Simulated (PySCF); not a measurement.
## Structure from 2D NMR

Compound of formula C8H9F3O. Correlations simulated from computed shifts and the bond graph:

HSQC (one-bond C–H):
```tsv
δH	δC
3.97	58.9
2.38	35.1
1.91	35.1
1.46	22.7
1.02	24.5
-0.15	24.5
```

COSY cross peaks (H two or three bonds apart, from the bond graph; peaks can be absent where the dihedral angle is near 90°):
```tsv
δH	δH
3.97	2.38
3.97	1.91
2.38	1.91
2.38	1.46
1.91	1.46
1.46	1.02
1.46	-0.15
1.02	-0.15
```

HMBC (two and three bonds, from the bond graph):
```tsv
δH	δC
3.97	201.1, 125.6, 35.1, 22.7
2.38	201.1, 58.9, 35.1, 24.5, 22.7
1.91	201.1, 58.9, 35.1, 24.5, 22.7
1.46	58.9, 35.1, 24.5, 22.7
1.02	35.1, 22.7
-0.15	35.1, 22.7
```

Carbons without hydrogens: δ 201.1, 125.6.

One conformer, relativity neglected, rapidly exchanging positions averaged, no solvent. σ from GIAO-PBE0/pcSseg-1; geometry: GFN2-xTB; PySCF 2.14.0 with density-fitted response routines.

Shifts are taken against calculated references (same method and geometry level): ¹H and ¹³C vs TMS.

Exchangeable hydrogens are left out of these lists.

Question: Assemble the structure.

Answer: SMILES O=C([C@@H]1C[C@@H]2C[C@@H]2C1)C(F)(F)F.

Mapped SMILES: `[O:1]=[C:2]([C@@H:3]1[CH2:4][C@@H:5]2[CH2:6][C@@H:7]2[CH2:8]1)[C:9]([F:10])([F:11])[F:12]`; H(Xn) means a hydrogen on atom n. Ha(C4), Ha(C8) are cis to C2 on the ring; Ha(C6) is cis to C4 on the ring; Hb(C4), Hb(C8) are trans to C2 on the ring; Hb(C6) is trans to C4 on the ring.

δC 201.1 is C2, a ketone carbonyl carbon. δC 125.6 is C9, a CF3 carbon. δC 58.9 is C3, an sp3 CH α to a carbonyl (δH 3.97). δC 35.1 is C4/C8, an sp3 CH2 in a ring (δH 1.91, 2.38). δC 24.5 is C6, a three-membered-ring carbon (δH -0.15, 1.02). δC 22.7 is C5/C7, a three-membered-ring carbon (δH 1.46). HMBC from δH 3.97 reaches the proton-free carbons C2, C9. HMBC from δH 2.38 reaches the proton-free carbon C2. HMBC from δH 1.91 reaches the proton-free carbon C2. COSY links 3.97–2.38, 3.97–1.91, 2.38–1.91, 2.38–1.46, 1.91–1.46, 1.46–1.02.

The shifts were computed for this structure.

Shifts are as computed. Against solution values, carbons near 30 ppm lie about +3 ppm off and those near 130 ppm about +5 ppm. Of 1211 compounds with measured shifts, 218 miss one by over three times the rms of a fit or turn the order of signals round; such compounds aren't used in these exercises.
